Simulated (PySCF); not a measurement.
Averaged over atoms made equivalent by symmetry, fast rotation or ring inversion, no solvent, non-relativistic, one computed conformer. Structure optimised with GFN2-xTB; shielding tensors at PBE0/pcSseg-1 (GIAO); PySCF.

Referencing at the same level of theory: TMS for $^{1}$H (31.72 ppm), $^{13}$C (186.93 ppm). Shifts are as computed. Against solution values, carbons near 30 ppm lie about +3 ppm off and those near 130 ppm about +5 ppm; carbons on Cl a further +6 ppm. Of 1211 compounds with measured shifts, 218 miss one by over three times the rms of a fit or turn the order of signals round; such compounds aren't used in these exercises. Carbons bonded to Cl come out too deshielded. OH and NH positions are gas-phase values without hydrogen bonding to other molecules.

(1) Order these molecules by the shift of their most shielded carbon-bound hydrogen, lowest δ first.
A. C=CCCl
B. C#CC=O
C. c1ccc2c(c1)CCCN2

(2) Order these molecules by the shift of their most shielded carbon, lowest δ first.
A. c1ccc2c(c1)CCCN2
B. C#CC=O
C. COC(=O)c1ccc(C(=O)Cl)o1

(3) How many $^{13}$C and $^{1}$H signals does each give (equivalence by symmetry and fast rotation, but not about amide C–N or C=N bonds)? `C=CCCl`, `COC(=O)c1ccc(C(=O)Cl)o1`, `c1ccc2c(c1)CCCN2`, `C#CC=O`

Results:

(1) C (1.94 ppm, hydrogen on an sp3 CH2 in a ring), B (3.10 ppm, hydrogen on a terminal alkyne carbon), A (4.10 ppm, hydrogen on an allylic sp3 CH2 bonded to Cl).

(2) A (26.0 ppm, sp3 CH2 in a ring), C (54.3 ppm, methyl carbon bonded to O), B (84.8 ppm, alkyne carbon).

(3) C=CCCl: 3 C, 4 H; COC(=O)c1ccc(C(=O)Cl)o1: 7 C, 3 H; c1ccc2c(c1)CCCN2: 9 C, 8 H; C#CC=O: 3 C, 2 H.
